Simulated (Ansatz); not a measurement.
Cost and result for the atomization energy of CH$_{4}$FGaSi (8 atoms, 7 bonds).

Cartesian coordinates in Å:
```
F 0.8246 1.2742 1.2562
Ga -0.2738 1.8187 -1.6343
C -0.3795 -0.1000 -0.8537
Si 0.3051 -0.2067 0.8423
H 0.1648 -0.7443 -1.5542
H -1.4378 -0.3850 -0.8844
H 1.4978 -1.0855 0.9553
H -0.7012 -0.5714 1.8728
```

Charge 0, multiplicity 1. Correlated methods include outer-core shells of Ga, which these sets cover unevenly. Scalar relativity is left out up to krypton. The bonds changed during the relaxation, so this is another structure than the one it started from. The geometry is a stationary point of PBE0-D4/def2-TZVP. Program: Ansatz. All runs use 2 threads of an Arm Neoverse V1 on a shared host. Times are those of one run each, without the atoms' runs, and a repeat can differ threefold. Electronic energies, without spin–orbit coupling; frozen cores. CCSD(T)/CBS adds CCSD(T) − MP2 in def2-TZVPP to the MP2 limit, and its time is that of the two runs behind it. T1 = 0.013. With those shells the extrapolation isn't a true limit.

CCSD(T)/CBS is a level of theory with its own doubt, some kJ/mol a heavy atom from the limit and from the frozen cores, so smaller differences don't rank the functionals.

```json
{"level": "revPBE-D4/def2-TZVPP", "functions": "208", "wall time": "3.2 s"}
{"level": "PBE-D4/def2-TZVPP (with forces)", "functions": "208", "wall time": "3.8 s"}
{"level": "BHLYP-D4/def2-TZVPP", "functions": "208", "wall time": "5 s"}
{"level": "PBE0-D4/def2-TZVPP", "functions": "208", "wall time": "5.5 s"}
{"level": "CCSD(T)/def2-SVP", "functions": "98", "wall time": "7.5 s"}
{"level": "r2SCAN-D4/def2-TZVPP (with forces)", "functions": "208", "wall time": "8.5 s"}
{"level": "B2PLYP/def2-TZVPP", "functions": "208", "wall time": "9 s"}
{"level": "r2SCANh-D4/def2-TZVPP", "functions": "208", "wall time": "9.5 s"}
{"level": "B97M-V/def2-TZVPP", "functions": "208", "wall time": "15 s"}
{"level": "ωB97M-V/def2-TZVPP (with forces)", "functions": "208", "wall time": "20 s"}
{"level": "MP2/def2-QZVPP", "functions": "393", "wall time": "34 s"}
{"level": "CCSD(T)/def2-TZVPP", "functions": "208", "wall time": "2.6 min"}
{"level": "CCSD(T)/CBS(def2)", "functions": "–", "wall time": "3.1 min"}
```

**Question.** What atomization energy does each give, and how far from CCSD(T)/CBS? (Best estimate.)

**Answer.** The calculation gave: 
```tsv
level	atomization (kcal/mol)	difference from CCSD(T)/CBS	per bond
revPBE-D4/def2-TZVPP	637.8	-13.7	-2.0
PBE-D4/def2-TZVPP (with forces)	651.7	0.2	0.0
BHLYP-D4/def2-TZVPP	632.3	-19.2	-2.7
PBE0-D4/def2-TZVPP	643.4	-8.1	-1.2
CCSD(T)/def2-SVP	606.9	-44.6	-6.4
r2SCAN-D4/def2-TZVPP (with forces)	648.4	-3.1	-0.4
B2PLYP/def2-TZVPP	640.2	-11.3	-1.6
r2SCANh-D4/def2-TZVPP	644.7	-6.8	-1.0
B97M-V/def2-TZVPP	649.3	-2.2	-0.3
ωB97M-V/def2-TZVPP (with forces)	648.8	-2.7	-0.4
MP2/def2-QZVPP	654.0	2.5	0.4
CCSD(T)/def2-TZVPP	634.2	-17.3	-2.5
CCSD(T)/CBS(def2)	651.5	0.0	0.0
```

From PBE to PBE0 (25 % exact exchange), in def2-TZVPP and without D4, the atomization energy moves by −7.7 kcal/mol: exact exchange takes away binding that semilocal exchange gives to molecules. Leaving LDA and LC-ωPBE aside and taking each functional with its dispersion term where it has one, the values spread over 19.4 kcal/mol, from BHLYP-D4 to PBE-D4. LDA lies +82.4 kcal/mol from PBE without D4, its usual overbinding. The D4 term adds +7.4 kcal/mol with B3LYP and +3.8 kcal/mol with PBE0; it sums over pairs of atoms, weighted by their polarisabilities, and B3LYP, whose exchange is more repulsive, gets the larger term.

B3LYP here is the variant with VWN-RPA as its local correlation; programs differ in this.
